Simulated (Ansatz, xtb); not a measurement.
## C4H5NO2: which of two isomers lies lower

Structure X is `CC1=CC(=O)ON1`, a singlet and structure Y is `Cc1cc(O)on1`, a singlet. Both are isolated molecules in the gas phase, relaxed with PBE-D3(BJ)/def2-SVP; the shapes shown needn't be the lowest conformers.

X (Å):

```xyz
12

C     0.7552   -1.0714   -0.7214
C    -0.0798   -0.9536    0.5109
C    -1.0340   -1.7863    1.0359
C    -1.5105   -1.2091    2.2827
N     0.0014    0.1859    1.2873
O    -2.3215   -1.5309    3.1190
O    -0.7803    0.0233    2.4297
H     0.6183   -2.0650   -1.1842
H     1.8342   -0.9406   -0.4946
H     0.4767   -0.2963   -1.4647
H    -1.3988   -2.7284    0.6171
H     0.9148    0.5847    1.5363
```

Y (Å):

```
atom    x (Å)    y (Å)    z (Å)
   C   1.3863  -1.6534  -0.3111
   C   0.3952  -1.1508   0.6896
   C  -0.9863  -0.8313   0.4887
   C  -1.3903  -0.4243   1.7440
   N   0.7737  -0.9516   1.9453
   O  -2.5416   0.0080   2.2719
   O  -0.3744  -0.4862   2.6162
   H   1.0605  -2.6212  -0.7439
   H   2.3689  -1.7959   0.1761
   H   1.5054  -0.9371  -1.1492
   H  -1.5762  -0.8939  -0.4309
   H  -3.2148   0.0190   1.5674
```

Quicker runs give these differences E(Y) − E(X): GFN2-xTB −0.022 eV; HF/STO-3G −0.550 eV (at GFN2-xTB geometries); r2SCAN-D4/def2-SVP +0.291 eV (at GFN2-xTB geometries).

Problem. Estimate which is lower in electronic energy at CCSD(T)/def2-SVP + ΔMP2/def2-TZVPP, and by roughly how much.

Solution. CCSD(T)/def2-SVP + ΔMP2/def2-TZVPP gives E(Y) − E(X) = +0.017 eV, slightly favouring structure X, which is too small a margin to settle the true order.

The same difference at several levels:

```json
{"level": "GFN2-xTB", "geometry": "GFN2-xTB", "E(Y) − E(X) (eV)": "−0.022", "departure from the last row (eV)": "−0.039", "job, with rough time for the two": "optimisation, 0.35 s"}
{"level": "HF/STO-3G", "geometry": "GFN2-xTB", "E(Y) − E(X) (eV)": "−0.550", "departure from the last row (eV)": "−0.567", "job, with rough time for the two": "single point, 1.4 s"}
{"level": "r2SCAN-D4/def2-SVP", "geometry": "GFN2-xTB", "E(Y) − E(X) (eV)": "+0.291", "departure from the last row (eV)": "+0.274", "job, with rough time for the two": "single point, 8.4 s"}
{"level": "PBE-D3(BJ)/def2-SVP", "geometry": "PBE-D3(BJ)/def2-SVP", "E(Y) − E(X) (eV)": "+0.238", "departure from the last row (eV)": "+0.221", "job, with rough time for the two": "optimisation, 2.1 min"}
{"level": "HF/def2-SVP", "geometry": "PBE-D3(BJ)/def2-SVP", "E(Y) − E(X) (eV)": "+0.190", "departure from the last row (eV)": "+0.173", "job, with rough time for the two": "part of the CCSD(T) run"}
{"level": "MP2/def2-SVP", "geometry": "PBE-D3(BJ)/def2-SVP", "E(Y) − E(X) (eV)": "+0.023", "departure from the last row (eV)": "+0.007", "job, with rough time for the two": "part of the CCSD(T) run"}
{"level": "CCSD(T)/def2-SVP", "geometry": "PBE-D3(BJ)/def2-SVP", "E(Y) − E(X) (eV)": "+0.067", "departure from the last row (eV)": "+0.050", "job, with rough time for the two": "single point"}
{"level": "CCSD(T)/def2-SVP + ΔMP2/def2-TZVPP", "geometry": "PBE-D3(BJ)/def2-SVP", "E(Y) − E(X) (eV)": "+0.017", "departure from the last row (eV)": "", "job, with rough time for the two": "single point, 2.6 min"}
```

As drawn, Y has 2 C∷C, 1 C∷O, 1 N∷O, 1 C∷N, 1 O–H in place of 1 C–C, 1 C=C, 1 C=O, 1 N–O, 1 C–N, 1 N–H (∷ is an aromatic bond). Structure X has a 5-membered ring, Y a 5-membered ring (with an aromatic ring).

The largest departure from CCSD(T)/def2-SVP + ΔMP2/def2-TZVPP is that of HF/STO-3G, 0.567 eV. The last row adds to CCSD(T) the change of the MP2 difference between the two basis sets, here −0.050 eV.

With thermal terms from frequencies at re-optimised GFN2-xTB minima (ideal gas, soft modes damped towards free rotors, one conformer each, 298.15 K, 1 atm): on the last row, ΔE + ΔZPE = +0.025, ΔH = +0.023, ΔG = +0.030 eV.

The correlated steps freeze 7 core orbitals. Programs: Ansatz 0.2.0, xtb 6.7.1; the last row on 2 threads of Intel(R) Xeon(R) Processor @ 2.50GHz (Skylake/Cascade Lake) on a shared host.
